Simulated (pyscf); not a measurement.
## `[OH][V]([Cl])([Cl])[Cl]`, doublet

Gas-phase minimum from PySCF at ωB97X-D3(BJ)/def2-SVP, one conformer. Other isomers of [HO–V(Cl)(Cl)–Cl]• were not searched in full and may lie lower. 

```xyz
6

O     -0.1872     1.0806    -0.3385
V     -1.3061    -0.1885    -0.0989
Cl    -0.4421    -1.9509    -0.9506
Cl    -3.2313     0.1597    -0.9301
Cl    -1.4492    -0.4949     2.0143
H      0.7338     1.0470    -0.0339
```
Charge 0, spin multiplicity 2.

Bond lengths (Å): O1–V2 1.709, O1–H6 0.971, V2–Cl3 2.140, V2–Cl4 2.126, V2–Cl5 2.140. Bond angles (°): V2–O1–H6 123.5, O1–V2–Cl3 107.0, O1–V2–Cl4 114.6, O1–V2–Cl5 106.8, Cl3–V2–Cl4 110.2, Cl3–V2–Cl5 107.6, Cl4–V2–Cl5 110.4.

Properties at ωB97X-D3(BJ)/def2-SVP:

| Quantity | Result |
|---|---|
| Harmonic wavenumbers, unscaled | 111, 115, 141, 166, 189, 267, 417, 497, 499, 633, 849, 3835 cm⁻¹ |
| Zero-point energy | 11.0 kcal/mol |
| Rotational symmetry number | 1 |
| Entropy of this conformer at 298 K and 1 atm, rigid rotor and harmonic oscillator, modes under 100 cm⁻¹ raised to 100 | 377.1 J/(mol K) |
| Dipole moment | 2.39 D |
| Spin expectation value S2 | 0.758 |

Single-point totals, which compare only within one level:

```csv
level,total energy (hartree)
ωB97X-D3(BJ)/def2-TZVP,-2400.69786
PBE/def2-TZVP,-2399.87069
r²SCAN/def2-TZVP,-2400.57845
B3LYP-D3(BJ)/def2-TZVP,-2400.78643
PBE0-D3(BJ)/def2-TZVP,-2399.96829
M06-2X/def2-TZVP,-2400.55883
ωB97M-D3(BJ)/def2-TZVP,-2400.88616
```

Soft torsions are taken as harmonic, which can shift the entropy by several J/(mol K). Open-shell species with a d-block atom are single-reference here; other states, and whether the spin sits on metal or ligand, were not checked.
